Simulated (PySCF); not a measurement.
Working out the ionisation energy of As

As [Ar] 3d10 4s2 4p3 (4S) → As⁺ [Ar] 3d10 4s2 4p2 (3P). Calculation: PySCF 2.14, in x2c-TZVPPall (6s5p4d1f, 48 functions); scalar relativity by spin-free X2C-1e. Frozen: [Ne]. Energies in hartree (1 hartree = 27.21139 eV):

```tsv
part	As (lower)	As⁺ (upper)
UHF	-2259.010127	-2258.663367
MP2 opposite-spin	-0.218956	-0.210604
MP2 same-spin	-0.111553	-0.099503
```

What does Hartree-Fock give?

(-2258.663367) − (-2259.010127) = 0.346760 hartree = 9.436 eV.

What do MP2 and SCS-MP2 (6/5 opposite-spin, 1/3 same-spin) give?

The opposite-spin parts differ by 0.227 eV and the same-spin parts by 0.328 eV. MP2: 9.436 + (0.227) + (0.328) = 9.991 eV. SCS-MP2: 9.436 + 1.2 × (0.227) + (0.328)/3 = 9.818 eV.

Measured between the centres of the two terms (NIST): 10.008 eV, so MP2 (valence and next inner shell) is off by -0.017 eV.

What remains against the reference includes basis incompleteness, the frozen core and correlation beyond second order.
